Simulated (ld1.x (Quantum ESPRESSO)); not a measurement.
# What one change does to a pseudopotential (N (Z = 7), TM)

ld1.x (Quantum ESPRESSO) 7.5 input, shortened:

```
&input
   title='N', zed=7., rel=1, dft='PBE', iswitch=3,
   config='[He] 2s2 2p3'
 /
 &inputp
   pseudotype=2, tm=.true., lloc=-2, rcloc=1.00,
   nlcc=.false.
 /
2
2S  1  0   2.00   0.00  0.70  0.70  0.0
2P  2  1   3.00   0.00  2.35  2.35  0.0
 &test
   configts(1)='2s2 2p3'
 /
```

Change: wave 2s (bound): rc 0.70 bohr becomes 2s (bound): rc 0.90 bohr.

Cutoffs: the cutoffs (Ry, on a coarse ladder) from which the occupation-weighted sum of valence levels, in a spherical-Bessel basis at the reference potential, stays within 10 and 1 mRy of its value at 400 Ry; they do not see the model core or the augmentation charge, which bear on the density cutoff. Errors are all-electron minus pseudo energies relative to the spin-unpolarised reference configuration.

Q: What does the change do?

A: The potential gets softer (140 Ry and 300 Ry → 55 Ry and 140 Ry); of the 7 tests that both files solve, the error grows in 1 and shrinks in 0 by more than 15 % and 0.3 meV (median size 130.2 → 136.9 meV); neither file shows a bound ghost. A larger radius leaves more room for a smooth pseudo-wave, so fewer plane waves are needed.

```csv
quantity,base,changed
"cutoff, loose",140 Ry,55 Ry
"cutoff, tight",300 Ry,140 Ry
loose cutoff by channel (10 mRy a level),"s 110 Ry, p 25 Ry","s 45 Ry, p 25 Ry"
bound ghosts,none,none
"error for 2s2 2p2, meV [ΔE 13.59 eV]",+82,+81
"error for 2s2 2p1, meV [ΔE 42.45 eV]",+720,+712
"error for 2s2 2p0, meV [ΔE 89.53 eV]",+2815,+2795
"error for 2s1 2p3, meV [ΔE 25.37 eV]",-130,-137
"error for 2s1 2p0, meV [ΔE 167.35 eV]",+4504,+4490
"error for 2s1 2p4, meV [ΔE 11.51 eV]",-5.0,-16
"error for 2s2 2p3.3, meV [ΔE -1.62 eV]",+1.2,+1.2
s: phases at 2.55 bohr within 0.05 rad from the reference energy up to (Ry; the scan ends near 5),to the end of the scan,to the end of the scan
p: phases at 2.55 bohr within 0.05 rad from the reference energy up to (Ry; the scan ends near 5),1.1,1.1
```
